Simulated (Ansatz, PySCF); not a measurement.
C2Cl3, SMILES ClC(=[C]Cl)Cl (connectivity only; charge and spin as stated), charge +1, multiplicity 1. Atoms are numbered in the order given.

```xyz
5

Cl     0.0000     0.0000    -2.4175
C      0.0000     0.0000    -0.8461
C      0.0000     0.0000     0.4661
Cl     0.0000    -1.4994     1.2758
Cl     0.0000     1.4994     1.2758
```
Charge +1, spin multiplicity 1.

Geometry: B3LYP-D3(BJ)/def2-SVP. The spin state was assumed, not searched. The isomer is the one that the SMILES or the coordinates give; other isomers of the formula were not compared.

Vertical ionisation energy (IE) and electron affinity (EA) in eV. Rows of orbital energies are one-electron estimates. Where ΔSCF, EOM or ADC give a negative EA the extra electron is unbound and the value depends on the basis.

| level | IE | EA |
|---|---|---|
| −ε(HOMO), −ε(LUMO), CAM-B3LYP/def2-TZVP (PySCF) | 14.76 | 9.08 |
| −ε(HOMO), −ε(LUMO), PBE/def2-TZVP (PySCF) | 12.17 | 11.08 |
| ΔSCF, CAM-B3LYP/def2-SVPD (Ansatz), final states of multiplicity 2 and 2 | 15.82 | 8.55 |
| ΔSCF, PBE/def2-SVPD (Ansatz), final states of multiplicity 2 and 2 | 15.29 | 8.19 |

### Question
What vertical singlet–triplet gap does ΔSCF give with CAM-B3LYP/def2-SVPD (Ansatz, a quantum-chemistry and plane-wave program) and with PBE/def2-SVPD (Ansatz)? (The exact figures need the calculation; the answer reports its results.)

### Answer
0.78 and 0.78 eV (triplet above singlet where positive).
